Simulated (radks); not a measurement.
Er IV, 65 electrons, occupied as [Xe] 4f8 5d1.5 6p1.5 (fractional occupations, a model configuration).

Calculated with a radial shooting solver on a logarithmic mesh with Libxc functionals: scalar-relativistic Kohn-Sham, SCAN, spin-polarised, spherical densities, finite nucleus; open shells are filled with parallel spins first (spin-orbit coupling, left out, can overturn this in heavy ions); meta-GGA in the generalised Kohn-Sham scheme; Fermi nuclear charge, rms radius 5.2516 fm.

Energy parts (eV):
part                      energy
total                 -356007.99
kinetic                385955.37
electron-nucleus      -869494.14
Hartree                135049.92
exchange-correlation    -7519.15

Orbitals (lengths in bohr, moments of r in powers of bohr; r(max) is where P^2 peaks):
| orbital | occ. | eigenvalue (eV) | r(max) | <r^2> | <r> | <r^4> |
|---|---|---|---|---|---|---|
| 1s up | 1 | -57508.30 | 0.01286 | 0.0005680 | 0.02037 | 8.654e-07 |
| 1s down | 1 | -57508.27 | 0.01286 | 0.0005680 | 0.02037 | 8.654e-07 |
| 2s up | 1 | -9742.489 | 0.07317 | 0.008830 | 0.08643 | 0.0001344 |
| 2s down | 1 | -9742.235 | 0.07317 | 0.008830 | 0.08643 | 0.0001344 |
| 2p up | 3 | -8620.437 | 0.05957 | 0.007190 | 0.07673 | 0.0001024 |
| 2p down | 3 | -8620.219 | 0.05957 | 0.007189 | 0.07673 | 0.0001023 |
| 3s up | 1 | -2252.205 | 0.2069 | 0.05796 | 0.2252 | 0.005068 |
| 3s down | 1 | -2248.403 | 0.2068 | 0.05782 | 0.2249 | 0.005043 |
| 3p up | 3 | -1908.624 | 0.2038 | 0.05845 | 0.2245 | 0.005372 |
| 3p down | 3 | -1904.675 | 0.2037 | 0.05828 | 0.2242 | 0.005341 |
| 3d up | 5 | -1477.889 | 0.1668 | 0.04892 | 0.2041 | 0.004243 |
| 3d down | 5 | -1474.636 | 0.1666 | 0.04873 | 0.2038 | 0.004209 |
| 4s up | 1 | -507.7386 | 0.4730 | 0.2871 | 0.5046 | 0.1191 |
| 4s down | 1 | -499.7020 | 0.4729 | 0.2880 | 0.5054 | 0.1201 |
| 4p up | 3 | -393.1963 | 0.4936 | 0.3233 | 0.5334 | 0.1550 |
| 4p down | 3 | -385.2731 | 0.4936 | 0.3247 | 0.5346 | 0.1569 |
| 4d up | 5 | -239.3932 | 0.5082 | 0.3784 | 0.5720 | 0.2290 |
| 4d down | 5 | -231.3952 | 0.5086 | 0.3820 | 0.5744 | 0.2351 |
| 4f up | 7 | -70.2358 | 0.4900 | 0.5544 | 0.6711 | 0.6655 |
| 4f down | 1 | -62.1158 | 0.4927 | 0.5822 | 0.6850 | 0.7549 |
| 5s up | 1 | -103.9629 | 1.061 | 1.513 | 1.162 | 3.311 |
| 5s down | 1 | -101.0358 | 1.075 | 1.552 | 1.178 | 3.475 |
| 5p up | 3 | -73.7594 | 1.187 | 1.970 | 1.322 | 5.777 |
| 5p down | 3 | -71.0165 | 1.195 | 1.991 | 1.331 | 5.844 |
| 5d up | 1.5 | -36.7991 | 1.505 | 3.549 | 1.760 | 20.25 |
| 6p up | 1.5 | -23.2974 | 2.901 | 10.82 | 3.120 | 163.8 |

The highest occupied level is 6p up at -23.297 eV. The electron density at the nucleus is 9.195e+05 e/bohr^3 (large components only).

Empty levels of this run are not shown, since the potential may be unsettled where no density lies.
